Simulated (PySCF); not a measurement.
Atom-mapped SMILES (the numbers label the heavy atoms): `[CH3:1][O:2][Si@H:3]1[CH2:4][C:5]([CH:6]2[CH2:7][CH2:8]2)=[C:9]1[F:10]`. Each H is labelled by its parent atom. Ha(C7), Ha(C8) are cis to C5 on the ring; Ha(C4) is cis to O2 on the ring; Hb(C7), Hb(C8) are trans to C5 on the ring; Hb(C4) is trans to O2 on the ring.

[PySCF 2.14: shieldings: GIAO PBE0/pcSseg-1; coordinates at the GFN2-xTB level; equivalent nuclei averaged; non-relativistic Hamiltonian; no solvent; a single conformation]

Q: List the cross peaks expected in HSQC, COSY and HMBC spectra.

A: 

HSQC (one-bond C–H):
```tsv
δH	δC
3.99 (H(C1))	54.1 (C1)
2.11 (H(C6))	12.5 (C6)
0.93 (Ha(C4))	12.0 (C4)
0.81 (Hb(C4))	12.0 (C4)
0.77 (Ha(C7))	6.7 (C7)
0.75 (Hb(C7))	6.7 (C7)
0.69 (Ha(C8))	6.0 (C8)
0.67 (Hb(C8))	6.0 (C8)
```

COSY cross peaks (H two or three bonds apart, from the bond graph; peaks can be absent where the dihedral angle is near 90°):
```tsv
δH	δH
5.43 (H(Si3))	0.93 (Ha(C4))
5.43 (H(Si3))	0.81 (Hb(C4))
2.11 (H(C6))	0.77 (Ha(C7))
2.11 (H(C6))	0.75 (Hb(C7))
2.11 (H(C6))	0.69 (Ha(C8))
2.11 (H(C6))	0.67 (Hb(C8))
0.93 (Ha(C4))	0.81 (Hb(C4))
0.77 (Ha(C7))	0.75 (Hb(C7))
0.77 (Ha(C7))	0.69 (Ha(C8))
0.77 (Ha(C7))	0.67 (Hb(C8))
0.75 (Hb(C7))	0.69 (Ha(C8))
0.75 (Hb(C7))	0.67 (Hb(C8))
0.69 (Ha(C8))	0.67 (Hb(C8))
```

HMBC (two and three bonds, from the bond graph):
```tsv
δH	δC
5.43 (H(Si3))	172.0 (C9), 148.3 (C5), 54.1 (C1), 12.0 (C4)
2.11 (H(C6))	172.0 (C9), 148.3 (C5), 12.0 (C4), 6.7 (C7), 6.0 (C8)
0.93 (Ha(C4))	172.0 (C9), 148.3 (C5), 12.5 (C6)
0.81 (Hb(C4))	172.0 (C9), 148.3 (C5), 12.5 (C6)
0.77 (Ha(C7))	148.3 (C5), 12.5 (C6), 6.0 (C8)
0.75 (Hb(C7))	148.3 (C5), 12.5 (C6), 6.0 (C8)
0.69 (Ha(C8))	148.3 (C5), 12.5 (C6), 6.7 (C7)
0.67 (Hb(C8))	148.3 (C5), 12.5 (C6), 6.7 (C7)
```

Referencing at the same level of theory: ¹H, ¹³C vs TMS.

Short H···H contacts in this conformer between protons four or more bonds apart (candidates for NOE cross peaks, intensity ∝ r⁻⁶): Hb(C4)···Ha(C8) 2.46 Å, Ha(C4)···Ha(C7) 2.49 Å.

Shifts are as computed. Against solution values, carbons near 30 ppm lie about +3 ppm off and those near 130 ppm about +5 ppm. Of 1211 compounds with measured shifts, 218 miss one by over three times the rms of a fit or turn the order of signals round; such compounds aren't used in these exercises.
